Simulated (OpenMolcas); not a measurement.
Computed levels of 2s2 2p2 in ions with 6 electrons, in cm-1 above 3P0.

```json
{
 "Program": "OpenMolcas",
 "Method": "CASSCF",
 "Basis": "ANO-R2",
 "Scalar Hamiltonian": "X2C, finite nucleus",
 "Spin-orbit coupling": "RASSI with atomic mean-field integrals over the reference wave functions, term energies averaged over their components"
}
```

Active space for each ion: 2 electrons in 3 orbitals (2p).

```
Level      C     N+    F3+   Ne4+
  3P1   15.4   47.1    220    399
  3P2   46.2    140    647   1160
  1D2  12616  17793  27831  32970
  1S0  30925  43844  68461  80790
```

Task: Estimate 3P2, 1D2, 1S0 for O2+ from its neighbours N+ and F3+.

Result: 3P2 is fine structure, which grows about as the fourth power of a screened charge, so the fourth roots are averaged: ((140^0.25 + 647^0.25) / 2)^4 = 324. The calculation gives 326, so the estimate is off by -0.6 %.
1D2 is another term, which grows about linearly with the charge: (17793 + 27831) / 2 = 22812. The calculation gives 22805, so the estimate is off by 0 %; the measured value is 20273 (Moore, Selected Tables of Atomic Spectra, NSRDS-NBS 3, section 11).
1S0 is another term, which grows about linearly with the charge: (43844 + 68461) / 2 = 56152. The calculation gives 56214, so the estimate is off by -0.1 %; the measured value is 43186 (Moore, Selected Tables of Atomic Spectra, NSRDS-NBS 3, section 11).

With the s shell closed, the reference lacks s² → p² mixing. Without dynamic correlation excited terms often stand tens of per cent too high (terms of higher spin than the ground term too low), and those without a measured partner can miss by more than the paired ones (holds for C; N+). Computed and measured levels are paired by configuration, term and J; levels that our copy of the source lacks, or whose pairing is in doubt (as where it misses far off the trend of its configuration), stay unpaired and out of the deviations. Levels of configurations outside the active space are missing.
